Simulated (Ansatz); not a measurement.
The cluster SnSe₄, relaxed as a singlet with RKS PBE-D4/def2-SVP in Ansatz, starting from the GFN1-xTB geometry. Force threshold 0.02 eV/Å.

In the def2 sets Sn takes a core potential; there is no spin–orbit coupling. The structure comes from a short search, and lower isomers may exist.

Start:

Cartesian coordinates in Å:
```
Sn -1.380 1.277 0.371
Se -1.357 -1.293 0.751
Se 1.166 -0.736 -2.145
Se 1.104 0.859 -0.653
Se 0.468 -0.108 1.677
```

| step | energy (eV) | largest force component (eV/Å) | SCF passes |
| --- | --- | --- | --- |
| 1 | -267162.3917 | 1.163 | 21 |
| 2 | -267162.4845 | 0.904 | 29 |
| 3 | -267162.6266 | 0.320 | 30 |
| 4 | -267162.7227 | 0.357 | 28 |
| 5 | -267162.8484 | 0.282 | 29 |
| 6 | -267162.9748 | 0.326 | 29 |
| 7 | -267163.0062 | 0.239 | 29 |
| 8 | -267163.0209 | 0.177 | 22 |
| 9 | -267163.0749 | 0.337 | 26 |
| 10 | -267163.1201 | 0.407 | 27 |
| 11 | -267163.1432 | 0.390 | 22 |
| 12 | -267163.1515 | 0.256 | 27 |
| 13 | -267163.1700 | 0.056 | 21 |
| 14 | -267163.1709 | 0.017 | 21 |

Force components are those of the run's own axes.

End:

```
atom   x (Å)   y (Å)   z (Å)
 Sn1  -0.914   1.511   0.515
 Se2  -0.909  -1.339   0.152
 Se3   0.880  -1.042  -1.446
 Se4   1.014   1.315  -1.395
 Se5  -0.072  -0.445   2.175
```

Bonds lost: Se4–Se5 (atoms count from 1). Bonds formed: Se2–Se3 (atoms count from 1). The end is the same structure that another start reached, the lowest one found.

No frequencies were taken in this run, so the end may be a saddle point.

Run time 26 s (4 threads of Arm Neoverse V2 on a shared host).
